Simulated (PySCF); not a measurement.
A structure optimised at PBE-D3(BJ)/def2-SVP, used in a PySCF frequency run:

```
N
H 1 1.0233
C 1 1.4543 2 113.04
H 3 1.1087 1 110.05 2 180.00
H 3 1.1148 4 106.89 1 -122.76
H 3 1.1148 4 106.89 5 -114.48
Al 1 1.7729 2 119.34 3 180.00
O 7 1.7130 1 118.38 2 180.00
H 8 0.9689 7 122.72 1 180.00
Cl 7 2.1162 8 122.40 9 0.00
```

**Question.** Write its SMILES, formula and point group.

**Answer.** C[NH][Al]([OH])[Cl], CH5AlClNO, Cs

**Question.** What are its rotational constants (standard atomic weights)?

**Answer.** 5.0844, 1.7246, 1.2985 GHz
